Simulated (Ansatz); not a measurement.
`[BH2][AlH][OH]` and `C[BH][AlH][OH]` differ in one atom or group.

Ansatz, PBE0-D4/def2-TZVP geometries, multiplicity 1. Each molecule was computed in one conformer, which needn't be the lowest.

```json
{"property": "HOMO–LUMO gap (PBE0/def2-TZVPP) / eV", "`[BH2][AlH][OH]`": "5.14"}
{"property": "HOMO energy (ωB97M-V/def2-TZVPP) / eV", "`[BH2][AlH][OH]`": "-9.64"}
{"property": "size of the dipole moment (PBE/def2-TZVPP) / D", "`[BH2][AlH][OH]`": "0.72"}
{"property": "zero-point energy (PBE0-D4/def2-TZVP) / kJ/mol", "`[BH2][AlH][OH]`": "104.0"}
{"property": "LUMO energy (PBE0/def2-TZVPP) / eV", "`[BH2][AlH][OH]`": "-2.37"}
{"property": "HOMO energy (B3LYP/def2-TZVPP) / eV", "`[BH2][AlH][OH]`": "-7.32"}
```

(1) Give the same properties after the change, and the shifts. (An estimate is asked.)

Answers

(1) Ansatz gave: 
```csv
property,`C[BH][AlH][OH]`,shift
HOMO–LUMO gap (PBE0/def2-TZVPP) / eV,5.29,0.15
HOMO energy (ωB97M-V/def2-TZVPP) / eV,-9.16,0.48
size of the dipole moment (PBE/def2-TZVPP) / D,0.54,-0.18
zero-point energy (PBE0-D4/def2-TZVP) / kJ/mol,179.6,75.6
LUMO energy (PBE0/def2-TZVPP) / eV,-1.74,0.63
HOMO energy (B3LYP/def2-TZVPP) / eV,-6.86,0.46
```

With PBE0 the HOMO rises by 0.47 eV and the LUMO rises by 0.63 eV, so the gap widens by about 0.16 eV. PBE moves the HOMO by 0.45 eV and ωB97M-V by 0.48 eV. The zero-point energy changes by 75.6 kJ/mol with +9 modes. Dipoles are sizes alone; their direction can turn.

B3LYP here is the variant with VWN-RPA as its local correlation; programs differ in this.
